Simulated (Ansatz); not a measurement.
`CN[SiH2]CCl` and `CN[SiH2]O` differ in one atom or group.

Ansatz, PBE0-D4/def2-TZVP geometries, multiplicity 1. Each molecule was computed in one conformer, which needn't be the lowest.

```
                                          property  `CN[SiH2]CCl`
size of the dipole moment (ωB97M-V/def2-TZVPP) / D           1.39
               HOMO–LUMO gap (PBE/def2-TZVPP) / eV           4.99
             HOMO–LUMO gap (B3LYP/def2-TZVPP) / eV           6.89
               LUMO energy (B3LYP/def2-TZVPP) / eV           0.19
    size of the dipole moment (PBE/def2-TZVPP) / D           1.36
                HOMO energy (PBE0/def2-TZVPP) / eV          -6.92
```

Give the same properties after the change, and the shifts. (An estimate is asked.)

The calculation gave: 
| property | `CN[SiH2]O` | shift |
| --- | --- | --- |
| size of the dipole moment (ωB97M-V/def2-TZVPP) / D | 2.03 | 0.64 |
| HOMO–LUMO gap (PBE/def2-TZVPP) / eV | 5.37 | 0.38 |
| HOMO–LUMO gap (B3LYP/def2-TZVPP) / eV | 7.05 | 0.16 |
| LUMO energy (B3LYP/def2-TZVPP) / eV | 0.30 | 0.11 |
| size of the dipole moment (PBE/def2-TZVPP) / D | 2.00 | 0.64 |
| HOMO energy (PBE0/def2-TZVPP) / eV | -6.98 | -0.06 |

With PBE0 the HOMO falls by 0.06 eV and the LUMO rises by 0.18 eV, so the gap widens by about 0.24 eV. PBE moves the HOMO by -0.05 eV and ωB97M-V by -0.10 eV. Dipoles are sizes alone; their direction can turn.

B3LYP here is the variant with VWN-RPA as its local correlation; programs differ in this.
